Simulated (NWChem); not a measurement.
System: AlN3H6; SMILES [NH2][Al]([NH2])[NH2]

Input file for NWChem:

```
start job
memory heap 200 mb stack 900 mb global 1100 mb
geometry units angstroms
  Al    -0.000143    -0.000092    -0.000054
  N     -1.286139    -1.230596     0.014926
  H     -1.238967    -2.122104     0.486584
  H     -2.180476    -1.149236    -0.447112
  N     -0.239875     1.527486    -0.882036
  H      0.431493     2.279273    -0.945441
  H     -1.068864     1.781696    -1.399363
  N      1.526015    -0.296892     0.867107
  H      2.307339     0.340935     0.913826
  H      1.749475    -1.130564     1.391507
end
basis spherical
  * library def2-svp
end
dft
  xc pbe0
  iterations 150
end
driver
  maxiter 120
end
task dft optimize
task dft freq
```

Parts of the log:

```
             Northwest Computational Chemistry Package (NWChem) 7.3.0
             --------------------------------------------------------

 C3H symmetry detected

                             Geometry "geometry" -> ""
                             -------------------------

 Output coordinates in angstroms (scale by  1.889725989 to convert to a.u.)

  No.       Tag          Charge          X              Y              Z
 ---- ---------------- ---------- -------------- -------------- --------------
    1 Al                  13.0000     0.00000000     0.00000000     0.00000000
    2 N                    7.0000     1.68038316     0.58741306     0.00000000
    3 H                    1.0000     1.96244020     1.55690602     0.00000000
    4 H                    1.0000     2.50501694     0.00438884     0.00000000
    5 N                    7.0000    -0.33147695    -1.74896104     0.00000000
    6 H                    1.0000    -1.24870762    -2.17160272     0.00000000
    7 H                    1.0000     0.36710006    -2.47797607     0.00000000
    8 N                    7.0000    -1.34890621     1.16154797     0.00000000
    9 H                    1.0000    -2.32954026     0.92107006     0.00000000
   10 H                    1.0000    -1.25630932     2.16721388     0.00000000

 Effective nuclear repulsion energy (a.u.)     159.5651878607

      Symmetry information
      --------------------

 Group name             C3h
 Group number             22
 Group order               6
 No. of unique centers     4

                                Z-matrix (autoz)
                                --------

 Units are Angstrom for bonds and degrees for angles

[...]

      ----------------------
      Optimization converged
      ----------------------

  Step       Energy      Delta E   Gmax     Grms     Xrms     Xmax
  ---- ---------------- -------- -------- -------- -------- --------
@    3    -409.89160667 -4.3D-08  0.00002  0.00001  0.00006  0.00011
                                     ok       ok       ok       ok

                                Z-matrix (autoz)
                                --------

 Units are Angstrom for bonds and degrees for angles

[...]

 Rotational Constants
 --------------------
 A=   0.197519 cm-1  (  0.284180 K)
 B=   0.197519 cm-1  (  0.284180 K)
 C=   0.098760 cm-1  (  0.142090 K)

 Temperature                      =   298.15K
 frequency scaling parameter      =   1.0000

 Zero-Point correction to Energy  =   47.438 kcal/mol  (  0.075597 au)
 Thermal correction to Energy     =   51.940 kcal/mol  (  0.082772 au)
 Thermal correction to Enthalpy   =   52.533 kcal/mol  (  0.083716 au)

 Total Entropy                    =   76.940 cal/mol-K
   - Translational                =   38.845 cal/mol-K (mol. weight =  75.0377)
   - Rotational                   =   23.347 cal/mol-K (symmetry #  =        3)
   - Vibrational                  =   14.749 cal/mol-K

 Cv (constant volume heat capacity) =   24.693 cal/mol-K
   - Translational                  =    2.979 cal/mol-K
   - Rotational                     =    2.979 cal/mol-K
   - Vibrational                    =   18.734 cal/mol-K

[normal modes left out]

 ----------------------------------------------------------------------------
 Normal Eigenvalue ||           Projected Infra Red Intensities
  Mode   [cm**-1]  || [atomic units] [(debye/angs)**2] [(KM/mol)] [arbitrary]
 ------ ---------- || -------------- ----------------- ---------- -----------
    1     -156.477 ||    0.000000           0.000         0.000       0.000
    2       -0.000 ||    0.000000           0.000         0.000       0.000
    3       -0.000 ||    0.000000           0.000         0.000       0.000
    4       -0.000 ||    0.000000           0.000         0.000       0.000
    5        0.000 ||    0.000000           0.000         0.000       0.000
    6        0.000 ||    0.000000           0.000         0.000       0.000
    7        0.000 ||    0.000000           0.000         0.000       0.000
    8      198.239 ||    0.001705           0.039         1.662       0.357
    9      198.295 ||    0.001705           0.039         1.662       0.357
   10      266.512 ||    0.018173           0.419        17.716       3.802
   11      291.503 ||    0.000000           0.000         0.000       0.000
   12      291.512 ||    0.000000           0.000         0.000       0.000
   13      300.065 ||    0.000000           0.000         0.000       0.000
   14      300.070 ||    0.000000           0.000         0.000       0.000
   15      345.527 ||    0.575719          13.282       561.239     120.443
   16      546.720 ||    0.000000           0.000         0.000       0.000
   17      672.489 ||    0.000003           0.000         0.003       0.001
   18      673.275 ||    0.051800           1.195        50.497      10.837
   19      673.278 ||    0.051797           1.195        50.494      10.836
   20      893.280 ||    0.218210           5.034       212.722      45.651
   21      893.286 ||    0.218211           5.034       212.723      45.651
   22     1526.475 ||    0.080101           1.848        78.087      16.758
   23     1526.481 ||    0.080099           1.848        78.085      16.757
   24     1541.098 ||    0.000000           0.000         0.000       0.000
   25     3631.851 ||    0.033103           0.764        32.270       6.925
   26     3631.852 ||    0.033106           0.764        32.273       6.926
   27     3633.421 ||    0.000000           0.000         0.000       0.000
   28     3721.095 ||    0.035135           0.811        34.251       7.350
   29     3721.099 ||    0.035137           0.811        34.253       7.351
   30     3721.578 ||    0.000000           0.000         0.000       0.000
 ----------------------------------------------------------------------------

 ===============================================================================
      Negative Nuclear Hessian Mode    1  Eigenvalue =   -156.48 cm**(-1)
 -------------------------------------------------------------------------------
   Raw step length:  0.527 angstroms ;  The Raw step for this mode is:
    1 Al                  13.0000    -0.00000000     0.00000000     0.00002055
    2 N                    7.0000     0.00000000    -0.00000000    -0.00000946
    3 H                    1.0000    -0.00000000    -0.00000000     0.21516963
    4 H                    1.0000     0.00000000    -0.00000000    -0.21521827
    5 N                    7.0000     0.00000000     0.00000000    -0.00001125
    6 H                    1.0000     0.00000001    -0.00000001    -0.21521162
    7 H                    1.0000     0.00000001     0.00000001     0.21518110
    8 N                    7.0000    -0.00000000     0.00000000    -0.00001069
    9 H                    1.0000     0.00000000    -0.00000001     0.21517854
   10 H                    1.0000    -0.00000001     0.00000000    -0.21521318

  Geometry after  100.0% step for mode  1; Step length =  0.527 angstroms
   Maximum component (any atom: x,y, or z) displacement:  0.407
    1 Al                  13.0000    -0.00000000     0.00000000     0.00002055
    2 N                    7.0000     1.67846797     0.58668550    -0.00000946
    3 H                    1.0000     1.95747460     1.56005227     0.21516963
    4 H                    1.0000     2.50294720    -0.00112708    -0.21521827
    5 N                    7.0000    -0.33114944    -1.74693865    -0.00001125
    6 H                    1.0000    -1.25244968    -2.16705233    -0.21521162
    7 H                    1.0000     0.37230761    -2.47524886     0.21518110
    8 N                    7.0000    -1.34731854     1.16025315    -0.00001069
    9 H                    1.0000    -2.32978220     0.91519659     0.21517854
   10 H                    1.0000    -1.25049753     2.16817940    -0.21521318

  Geometry after -100.0% step for mode  1; Step length =  0.527 angstroms
   Maximum component (any atom: x,y, or z) displacement:  0.407
    1 Al                  13.0000     0.00000000    -0.00000000    -0.00002055
    2 N                    7.0000     1.67846797     0.58668551     0.00000946
    3 H                    1.0000     1.95747460     1.56005227    -0.21516963
    4 H                    1.0000     2.50294720    -0.00112708     0.21521827
    5 N                    7.0000    -0.33114944    -1.74693866     0.00001125
    6 H                    1.0000    -1.25244969    -2.16705231     0.21521162
    7 H                    1.0000     0.37230759    -2.47524888    -0.21518110
    8 N                    7.0000    -1.34731854     1.16025315     0.00001069
    9 H                    1.0000    -2.32978220     0.91519661    -0.21517854
   10 H                    1.0000    -1.25049751     2.16817940     0.21521318

  Geometry after   50.0% step for mode  1; Step length =  0.264 angstroms
   Maximum component (any atom: x,y, or z) displacement:  0.203
    1 Al                  13.0000    -0.00000000     0.00000000     0.00001027
    2 N                    7.0000     1.67846797     0.58668550    -0.00000473
    3 H                    1.0000     1.95747460     1.56005227     0.10758482
    4 H                    1.0000     2.50294720    -0.00112708    -0.10760913
    5 N                    7.0000    -0.33114944    -1.74693865    -0.00000563
    6 H                    1.0000    -1.25244968    -2.16705232    -0.10760581
    7 H                    1.0000     0.37230760    -2.47524886     0.10759055
    8 N                    7.0000    -1.34731854     1.16025315    -0.00000535
    9 H                    1.0000    -2.32978220     0.91519659     0.10758927
   10 H                    1.0000    -1.25049752     2.16817940    -0.10760659

  Geometry after  -50.0% step for mode  1; Step length =  0.264 angstroms
   Maximum component (any atom: x,y, or z) displacement:  0.203
    1 Al                  13.0000     0.00000000    -0.00000000    -0.00001027
    2 N                    7.0000     1.67846797     0.58668551     0.00000473
    3 H                    1.0000     1.95747460     1.56005227    -0.10758482
    4 H                    1.0000     2.50294720    -0.00112708     0.10760913
    5 N                    7.0000    -0.33114944    -1.74693866     0.00000563
    6 H                    1.0000    -1.25244968    -2.16705231     0.10760581
    7 H                    1.0000     0.37230759    -2.47524887    -0.10759055
    8 N                    7.0000    -1.34731854     1.16025315     0.00000535
    9 H                    1.0000    -2.32978220     0.91519660    -0.10758927
   10 H                    1.0000    -1.25049751     2.16817940     0.10760659

  Geometry after   49.2% step for mode  1; Step length =  0.259 angstroms
   Maximum component (any atom: x,y, or z) displacement:  0.200
    1 Al                  13.0000    -0.00000000     0.00000000     0.00001011
    2 N                    7.0000     1.67846797     0.58668550    -0.00000465
    3 H                    1.0000     1.95747460     1.56005227     0.10581153
    4 H                    1.0000     2.50294720    -0.00112708    -0.10583545
    5 N                    7.0000    -0.33114944    -1.74693865    -0.00000553
    6 H                    1.0000    -1.25244968    -2.16705232    -0.10583218
    7 H                    1.0000     0.37230760    -2.47524886     0.10581717
    8 N                    7.0000    -1.34731854     1.16025315    -0.00000526
    9 H                    1.0000    -2.32978220     0.91519659     0.10581591
   10 H                    1.0000    -1.25049752     2.16817940    -0.10583295

  Geometry after  -49.2% step for mode  1; Step length =  0.259 angstroms
   Maximum component (any atom: x,y, or z) displacement:  0.200
    1 Al                  13.0000     0.00000000    -0.00000000    -0.00001011
    2 N                    7.0000     1.67846797     0.58668551     0.00000465
    3 H                    1.0000     1.95747460     1.56005227    -0.10581153
    4 H                    1.0000     2.50294720    -0.00112708     0.10583545
    5 N                    7.0000    -0.33114944    -1.74693866     0.00000553
    6 H                    1.0000    -1.25244968    -2.16705231     0.10583218
    7 H                    1.0000     0.37230759    -2.47524887    -0.10581717
    8 N                    7.0000    -1.34731854     1.16025315     0.00000526
    9 H                    1.0000    -2.32978220     0.91519660    -0.10581591
   10 H                    1.0000    -1.25049751     2.16817940     0.10583295

  Geometry after   24.6% step for mode  1; Step length =  0.130 angstroms
   Maximum component (any atom: x,y, or z) displacement:  0.100
    1 Al                  13.0000    -0.00000000     0.00000000     0.00000505
    2 N                    7.0000     1.67846797     0.58668550    -0.00000233
    3 H                    1.0000     1.95747460     1.56005227     0.05290577
    4 H                    1.0000     2.50294720    -0.00112708    -0.05291772
    5 N                    7.0000    -0.33114944    -1.74693866    -0.00000277
    6 H                    1.0000    -1.25244968    -2.16705232    -0.05291609
    7 H                    1.0000     0.37230760    -2.47524887     0.05290859
    8 N                    7.0000    -1.34731854     1.16025315    -0.00000263
    9 H                    1.0000    -2.32978220     0.91519659     0.05290796
   10 H                    1.0000    -1.25049752     2.16817940    -0.05291647

  Geometry after  -24.6% step for mode  1; Step length =  0.130 angstroms
   Maximum component (any atom: x,y, or z) displacement:  0.100
    1 Al                  13.0000     0.00000000    -0.00000000    -0.00000505
    2 N                    7.0000     1.67846797     0.58668550     0.00000233
    3 H                    1.0000     1.95747460     1.56005227    -0.05290577
    4 H                    1.0000     2.50294720    -0.00112708     0.05291772
    5 N                    7.0000    -0.33114944    -1.74693866     0.00000277
    6 H                    1.0000    -1.25244968    -2.16705231     0.05291609
    7 H                    1.0000     0.37230760    -2.47524887    -0.05290859
    8 N                    7.0000    -1.34731854     1.16025315     0.00000263
    9 H                    1.0000    -2.32978220     0.91519660    -0.05290796
   10 H                    1.0000    -1.25049752     2.16817940     0.05291647
```

Level: PBE0/def2-SVP. The printed entropy takes a lower symmetry number than the molecule has. The optimisation ended at a saddle point (imaginary frequency).
